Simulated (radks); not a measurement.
The numbers below are computed, except where a source is named.
Q: All-electron atom: the copper ion Cu6+ in [Ar] 3d5. Code: a radial shooting solver on a logarithmic mesh with Libxc functionals. Model: non-relativistic Kohn-Sham, LDA (Slater exchange, Perdew-Wang correlation), spin-unpolarised, spherical densities, point nucleus. Some entries of the table are withheld. Estimate them.

orbital,occ.,eigenvalue (hartree),<r^2> (bohr^2),<1/r> (bohr^-1)
1s,2,-325.5498,0.003762,(1)
2s,2,-43.01605,0.06733,(2)
2p,6,(3),(4),6.150
3s,2,-8.52582,0.5511,2.046
3p,6,(5),0.5799,1.945
3d,5,(6),0.6393,1.723

A: 
(1) 1s <1/r> (bohr^-1): 28.46
(2) 2s <1/r> (bohr^-1): 6.181
(3) 2p eigenvalue (hartree): -38.34729
(4) 2p <r^2> (bohr^2): 0.05299
(5) 3p eigenvalue (hartree): -7.04279
(6) 3d eigenvalue (hartree): -4.51268
